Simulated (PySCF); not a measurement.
Er²⁺ (erbium, charge +2): UHF calculation

Configuration: [Xe] 4f12, one real determinant. All numbers are calculated (PySCF 2.14, scalar relativity by spin-free X2C-1e, in ANO-RCC-VTZP).

```
Total energy                                                  : -13080.138669 hartree
One-electron energy                                           : -17913.8916 hartree
Hartree (Coulomb) energy                                      : 5111.1875 hartree
Exchange energy                                               : -277.4346 hartree
⟨S²⟩                                                          : 2.0030
⟨L²⟩                                                          : 24.028
Sum of ⟨r⟩                                                    : 35.65 bohr
Sum of ⟨r²⟩                                                   : 36.53 bohr²
Traceless quadrupole moment −½Σ⟨3z² − r²⟩ along its main axis : 0.212 e·bohr²
Langevin diamagnetic susceptibility                           : -28.9 ×10⁻⁶ cm³/mol
```

| shell | electrons | mean orbital energy (eV) | spread (eV) | rms radius, mean of both spins (bohr) |
| --- | --- | --- | --- | --- |
| 1s α | 1 | -57776.8 | 0 | 0.0231 |
| 1s β | 1 | -57776.8 | 0 | 0.0231 |
| 2s α | 1 | -9846.3 | 0 | 0.0935 |
| 2s β | 1 | -9846.2 | 0 | 0.0935 |
| 2p α | 3 | -8724.0 | 0.268 | 0.0844 |
| 2p β | 3 | -8724.0 | 0.242 | 0.0844 |
| 3s α | 1 | -2272.2 | 0 | 0.240 |
| 3s β | 1 | -2270.6 | 0 | 0.240 |
| 3p α | 3 | -1922.7 | 1.546 | 0.241 |
| 3p β | 3 | -1920.9 | 0.754 | 0.241 |
| 3d α | 5 | -1474.9 | 1.502 | 0.221 |
| 3d β | 5 | -1472.9 | 0.788 | 0.221 |
| 4s α | 1 | -487.44 | 0 | 0.541 |
| 4s β | 1 | -483.55 | 0 | 0.541 |
| 4p α | 3 | -369.83 | 2.492 | 0.575 |
| 4p β | 3 | -365.55 | 0.537 | 0.575 |
| 4d α | 5 | -207.64 | 2.821 | 0.632 |
| 4d β | 5 | -202.14 | 2.602 | 0.632 |
| 5s α | 1 | -77.492 | 0 | 1.36 |
| 5s β | 1 | -76.215 | 0 | 1.36 |
| 5p α | 3 | -47.230 | 1.027 | 1.60 |
| 5p β | 3 | -46.306 | 0.469 | 1.60 |
| 4f α | 7 | -28.747 | 2.871 | 0.907 |
| 4f β | 5 | -26.238 | 2.533 | 0.907 |

⟨L²⟩ = 24.03 against 30 for a pure H term, so this real determinant mixes terms. Spin-orbit coupling, absent here, splits the open shell strongly.

Densities and radii are taken from the X2C orbitals without a picture-change correction, which distorts them close to the nucleus.

Spin-orbit constants ζ (cm⁻¹) from the X2C one-electron operator on these orbitals: bare nucleus, nucleus screened by l(l+1)(2l+1)/3 electrons, and screened by the Breit-Pauli mean field of the electrons.

| shell | bare | screened nucleus | mean field |
| --- | --- | --- | --- |
| 2p | 4726000 | 4587000 | n/a |
| 3p | 1003000 | 973600 | n/a |
| 3d | 156400 | 133400 | n/a |
| 4p | 220800 | 214300 | n/a |
| 4d | 29080 | 24800 | n/a |
| 4f | 4314 | 2537 | n/a |
| 5p | 26270 | 25500 | n/a |

To first order the Landé constant is A = -1269 cm⁻¹, so the lowest level has J = 6 and lies 0.787 eV below the centre of the term. This holds in LS coupling only.
